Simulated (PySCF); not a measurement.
**How the method moves the HOMO and LUMO of `CS[SiH2]N([SiH3])[SiH3]`**

Compound: CH11NSSi3.
Cartesian coordinates in Å at the PBE0-D3(BJ)/def2-SVP level; atoms count from 1:
```
atom  x, y, z in Å
C1     2.3601    0.4586    0.6442
S2     1.6085    1.8338   -0.2863
Si3   -0.0050    0.7857   -1.2148
N4    -1.0093    0.0294    0.0014
Si5   -1.2504   -1.7087   -0.0062
Si6   -1.6270    1.0404    1.3045
H7     1.6082   -0.0617    1.2538
H8     3.1131    0.8994    1.3106
H9     2.8535   -0.2559   -0.0295
H10   -0.7228    1.8299   -1.9994
H11    0.4709   -0.3131   -2.1105
H12   -2.0981   -2.1534   -1.1540
H13    0.0602   -2.4235   -0.0963
H14   -1.9240   -2.0817    1.2736
H15   -2.9634    0.5255    1.7271
H16   -0.7237    1.0351    2.4960
H17   -1.7639    2.4371    0.7988
```

Basis pcSseg-1 throughout (PySCF), one geometry. Geometry: PBE0-D3(BJ)/def2-SVP, one conformer, isolated molecule.

Q: How do the orbital energies, the gap and the dipole change with the method?

A: 
```
   method                    kind  HOMO (eV)  LUMO (eV)  gap (eV)  μ (D)  SCF cycles
     BLYP                     GGA      -5.71      -0.83      4.89   1.31          15
    B97-D                     GGA      -5.86      -0.86      5.00   1.38          14
      PBE                     GGA      -5.90      -1.06      4.84   1.38          14
     OPBE                     GGA      -5.91      -0.87      5.04   1.45          15
      KT3                     GGA      -5.97      -1.05      4.93   1.35          14
      KT2                     GGA      -5.98      -1.27      4.71   1.38          14
      LDA                     LDA      -5.99      -1.34      4.66   1.42          15
     BP86                     GGA      -6.00      -1.13      4.88   1.40          14
    B3LYP           global hybrid      -6.84      -0.34      6.51   1.40          13
    B97-2           global hybrid      -6.86      -0.18      6.68   1.47          13
     PBE0           global hybrid      -7.10      -0.22      6.88   1.48          12
 mPW1PW91           global hybrid      -7.13      -0.19      6.94   1.49          12
BHandHLYP           global hybrid      -8.15       0.77      8.92   1.49          12
CAM-B3LYP  range-separated hybrid      -8.37       0.90      9.27   1.45          12
  wB97X-D  range-separated hybrid      -8.95       1.55     10.50   1.54          12
  LC-wPBE  range-separated hybrid      -9.78       1.98     11.77   1.58          13
       HF            Hartree–Fock      -9.87       3.11     12.98   1.62          10
```

The HOMO spans 4.16 eV, from BLYP down to HF, and the gap runs from 4.66 eV (LDA) to 12.98 eV (HF). Over the methods BLYP (0 %), B97-D (0 %), PBE (0 %), OPBE (0 %), KT3 (0 %), KT2 (0 %), LDA (0 %), BP86 (0 %), B3LYP (20 %), B97-2 (21 %), PBE0 (25 %), mPW1PW91 (25 %), BHandHLYP (50 %), HF (100 %), a straight line through the gap against the share of exact exchange rises by 0.81 eV for each 10 % (correlation coefficient 0.999). The dipole ranges from 1.31 D (BLYP) to 1.62 D (HF). This basis has no diffuse functions.

The vertical ΔSCF ionisation energy at PBE0/def2-SVPD is 8.88 eV; −ε(HOMO) comes closest to it with wB97X-D (8.95 eV).
